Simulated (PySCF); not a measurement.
This PySCF input asks for the NMR shieldings of SMILES C=C(Cl)C[C@H]1CC(=O)CS1, C₇H₉ClOS; the geometry comes from GFN2-xTB.

```python
import basis_set_exchange as bse
import numpy as np
from pyscf import gto, dft
from pyscf.prop import nmr

atoms = """
C     2.398436   -1.368914    0.339885
C     2.089276   -0.194711   -0.180700
Cl    2.933486    0.396241   -1.579427
C     1.018382    0.723872    0.318123
C    -0.121718    0.865058   -0.695951
C    -0.877306   -0.435036   -0.905294
C    -1.840705   -0.614624    0.245252
O    -2.229455   -1.665820    0.672300
C    -2.273267    0.721393    0.814311
S    -1.386240    2.034365   -0.065956
H     3.176773   -1.990839   -0.064267
H     1.875973   -1.739555    1.204311
H     0.626884    0.330967    1.258286
H     1.440617    1.714371    0.502866
H     0.256472    1.280875   -1.629779
H    -0.211385   -1.294295   -0.988701
H    -1.481786   -0.377819   -1.815436
H    -2.058053    0.764720    1.883716
H    -3.346189    0.858999    0.678999
"""
names = dict.fromkeys(["C", "Cl", "O", "S", "H"], "pcSseg-1")
basis = {el: gto.basis.parse(bse.get_basis(n, elements=[el], fmt="nwchem")) for el, n in names.items()}
mol = gto.M(atom=atoms, basis=basis, charge=0, verbose=0)
mf = dft.RKS(mol, xc="PBE0")
mf.grids.level = 2
mf.grids.alignment = dft.numint.BLKSIZE   # the property module wants whole blocks of grid points
mf.conv_tol = 1e-9
mf.kernel()

calc = nmr.RKS(mf)   # GIAO
C = mf.mo_coeff
Co = C[:, mf.mo_occ > 0]
resp = mf.gen_response(singlet=True, hermi=2)
def vind(x):   # induced exchange potential for any number of trial vectors
    d = np.einsum("pi,xij,qj->xpq", C, 2 * x.reshape(-1, C.shape[1], Co.shape[1]), Co, optimize=True)
    return np.einsum("xpq,pi,qj->xij", resp(d - d.transpose(0, 2, 1)), C, Co, optimize=True).ravel()
mo1, _ = nmr.rhf.solve_mo1(calc, with_cphf=vind)
sigma = calc.kernel(mo1)
for i, s in enumerate(sigma):   # ppm
    w = np.linalg.eigvalsh((s + s.T) / 2)
    print("%2d %-2s iso %8.1f  s11 %8.1f  s22 %8.1f  s33 %8.1f" % (i, mol.atom_pure_symbol(i), w.mean(), *w))
```

**Question.** What are the results?

**Answer.** 
```
 0 C  iso     65.0  s11    -40.8  s22     91.6  s33    144.3
 1 C  iso     33.3  s11    -76.4  s22     66.9  s33    109.5
 2 Cl iso    708.9  s11    495.5  s22    646.4  s33    984.9
 3 C  iso    135.4  s11    111.5  s22    130.9  s33    163.9
 4 C  iso    142.9  s11    122.6  s22    141.8  s33    164.4
 5 C  iso    140.3  s11    125.3  s22    136.9  s33    158.9
 6 C  iso    -30.7  s11   -106.9  s22    -41.9  s33     56.6
 7 O  iso   -334.6  s11   -938.7  s22   -425.9  s33    360.8
 8 C  iso    148.4  s11    130.8  s22    142.9  s33    171.6
 9 S  iso    501.6  s11    338.9  s22    413.4  s33    752.7
10 H  iso     26.2  s11     22.8  s22     24.2  s33     31.7
11 H  iso     26.3  s11     22.5  s22     24.9  s33     31.5
12 H  iso     29.5  s11     24.9  s22     31.4  s33     32.3
13 H  iso     29.0  s11     24.1  s22     29.8  s33     33.0
14 H  iso     28.3  s11     22.2  s22     28.4  s33     34.1
15 H  iso     29.1  s11     24.2  s22     30.4  s33     32.8
16 H  iso     29.2  s11     25.9  s22     26.2  s33     35.5
17 H  iso     28.4  s11     23.4  s22     26.7  s33     35.1
18 H  iso     28.5  s11     23.3  s22     26.7  s33     35.5
```

These numbers come from an equivalent density-fitted implementation of the same equations, which agrees with the script to about 0.01 ppm for H and up to a few tenths of a ppm for heavy atoms, so last digits may differ.

**Question.** Turn these shieldings into chemical shifts. Shifts are taken against calculated references (same method and geometry level): $^{13}$C (186.93 ppm) and $^{1}$H (31.72 ppm) against TMS; HCl for $^{35}$Cl (949.78 ppm); $^{17}$O (336.08 ppm) against H2O; CS2 for $^{33}$S (503.73 ppm).

**Answer.** Averaging equivalent atoms: C 6: 217.6; C 1: 153.6; C 0: 121.9; C 3: 51.5; C 5: 46.6; C 4: 44.0; C 8: 38.5; Cl 2: 241; O 7: 670.7; S 9: 2; H 10: 5.49; H 11: 5.40; H 14: 3.46; H 17: 3.33; H 18: 3.23; H 13: 2.74; H 15: 2.61; H 16: 2.53; H 12: 2.18 ppm. Unscaled 17O shifts of doubly bonded oxygen tend to come out too high, by tens of ppm or more. Experimental scales use liquid or dissolved standards, which lie at an offset from isolated H2O (liquid H2O: subtract about 36 ppm).

Size and cost of the density-fitted run: 229 basis functions, 94 s wall time on 1 thread of an Arm Neoverse N1, shared host; peak memory 1.1 GiB.
